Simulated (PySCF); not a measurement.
**Dipole response of Si⁻ (silicon, charge -1)**

[Ne] 3s2 3p3, high-spin 4S determinant. All numbers are calculated (PySCF 2.14, the spin-free X2C one-electron Hamiltonian (Gaussian nucleus), in aug-cc-pVDZ-DK (5s4p2d, 27 functions)). Coupled (time-dependent) response in atomic units; α is the mean over directions. A double-zeta set is small for polarisabilities.

| method | mean α (bohr³) | C₆ (like pair) | S(−4) |
| --- | --- | --- | --- |
| UHF | 90.08 | 1168 | 3870 |
| wB97X-V | 90.95 | 1175 | 4111 |

S(−4) is the Cauchy moment in α(ω) = α(0) + S(−4) ω² + …

α(iu) at wB97X-V:

```tsv
u (hartree)	α(iu) (bohr³)
0	90.95
0.0500	82.29
0.100	66.87
0.200	43.46
0.300	29.25
0.500	14.82
0.750	7.658
1.00	4.592
1.50	2.158
2.00	1.248
3.00	0.5731
5.00	0.2145
```

For an ion, C₆ is the dispersion term alone; charge-induced terms of lower order in 1/R come first.
